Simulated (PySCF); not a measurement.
Strontium: a sound run and one with changed settings

Sound run: Sr+ [Kr] 5s1, Sr(2+) [Kr]. All numbers are calculated (PySCF 2.14, scalar relativity by spin-free X2C-1e, in x2c-SVPall (6s4p5d1f, 50 functions)). The sound run starts from symmetry-adapted Hartree-Fock orbitals and uses a fine grid where one is needed.

A second run was set up differently.

```json
{"species": "Sr+", "method": "UHF", "sound run (hartree)": "-3176.84871", "changed run (hartree)": "-3176.84871", "converged": "yes"}
{"species": "Sr+", "method": "LDA", "sound run (hartree)": "-3174.55011", "changed run (hartree)": "-3174.84954", "converged": "yes"}
{"species": "Sr+", "method": "M06-L", "sound run (hartree)": "-3178.60537", "changed run (hartree)": "-3178.92518", "converged": "yes"}
{"species": "Sr(2+)", "method": "UHF", "sound run (hartree)": "-3176.46519", "changed run (hartree)": "-3176.46519", "converged": "yes"}
{"species": "Sr(2+)", "method": "LDA", "sound run (hartree)": "-3174.13480", "changed run (hartree)": "-3174.44334", "converged": "yes"}
{"species": "Sr(2+)", "method": "M06-L", "sound run (hartree)": "-3178.22800", "changed run (hartree)": "-3178.56230", "converged": "yes"}
```

Ionisation energy of Sr+:

```csv
method,sound run (eV),changed run (eV)
UHF,10.436,10.436
LDA,11.301,11.053
M06-L,10.269,9.874
```

(1) What was changed?
A. radial grid too coarse
B. a valence shell is frozen
C. basis contracted for another Hamiltonian
D. level shift left on

## Answers

(1) A. It used radial step 0.8 in ln r (0.13 in the sound run). A coarse radial grid mis-integrates the density and the exchange-correlation energy, with errors of either sign; Hartree-Fock needs no grid.
